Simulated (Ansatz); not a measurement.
Consider the ligand exchange at the Al–S bond: `C=C[SiH2][S][AlH2]` + `C=C=C=N` → `C=C=C=[N][AlH2]` + `C=C[SiH2]S`.

Calculated with Ansatz (gas phase, PBE0-D4/def2-TZVP geometries, no zero-point term in ΔE). CBS: MP2 limit from def2 TZ/QZ plus the TZ coupled-cluster correction, frozen cores. DFT in def2-TZVPP. One conformer a species, not always the lowest.

| level | ΔE (kJ/mol) | difference from CCSD(T)/CBS |
| --- | --- | --- |
| PBE0-D4 | 14.9 | 1.0 |
| ωB97M-V | 12.2 | -1.7 |
| B2PLYP | -1.0 | -14.9 |
| PBE | 7.8 | -6.1 |
| PBE0 | 10.1 | -3.8 |
| HF/def2-TZVPP | -4.6 | -18.5 |
| SCS-MP2/def2-TZVPP | 3.6 | -10.3 |
| CCSD/def2-TZVPP | 8.3 | -5.6 |
| CCSD(T)/def2-TZVPP | 10.6 | -3.3 |
| MP2/def2-QZVPP | 7.7 | -6.2 |
| CCSD(T)/CBS | 13.9 | 0 |

Largest T1 diagnostic among the species: 0.016.

In def2-TZVPP, CCSD(T) changes the Hartree–Fock value by +15.2 kJ/mol (the triples alone add +2.3 kJ/mol) and MP2 by +10.7 kJ/mol. The D4 term adds +8.7 kJ/mol with B3LYP and +4.7 kJ/mol with PBE0; it sums over pairs of atoms, weighted by their polarisabilities, and B3LYP, whose exchange is more repulsive, gets the larger term.

B3LYP here is the variant with VWN-RPA as its local correlation; programs differ in this.
